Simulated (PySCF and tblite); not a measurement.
PhCF2CH3, C8H8F2, numbered as in [CH3:1][C:2]([F:3])([F:4])[c:5]1[cH:6][cH:7][cH:8][cH:9][cH:10]1. Conformers came from 90 starts (ETKDG and KDG, MMFF94s, GFN2-xTB); geometries are PBE0-D3(BJ)/def2-SVP. Free energies are PBE0-D3(BJ)/def2-SVPD (IEF-PCM, chloroform) single points with GFN2-xTB rigid-rotor and vibrational terms (modes under about 100 cm⁻¹ blended into free rotors). Symmetry numbers and mirror images are counted. Conformers within 3 kcal/mol (GFN2-xTB free energy) were kept, 7 at most. GIAO shieldings: WP04/pcSseg-1 (IEF-PCM, chloroform). Couplings: B3LYP/pcSseg-1 with pcJ-1 on H, F (gas phase; spin-dipole term only for pairs with B, N, F, Si or P). Shifts are against TMS (¹H), TMS (¹³C), CFCl3 (¹⁹F) at the same level. (PySCF 2.14, tblite 0.8.)

Torsions listed: F3–C2–C5–C6.

Two conformers hold nearly all the population. I: 147°; δ(C1) = 31.31 ppm. II: 55°; δ(C1) = 24.34 ppm. The average over the ensemble at 298.15 K is 29.88 ppm.

(1) What populations and free-energy difference follow from a two-state model?

Results:

(1) p(I) = (29.88 − 24.34)/(31.31 − 24.34) = 0.79, so K = p(II)/p(I) = 0.26 and G(II) − G(I) = −RT ln K = 0.80 kcal/mol. The weights computed directly are 79.4 % and 20.6 %.
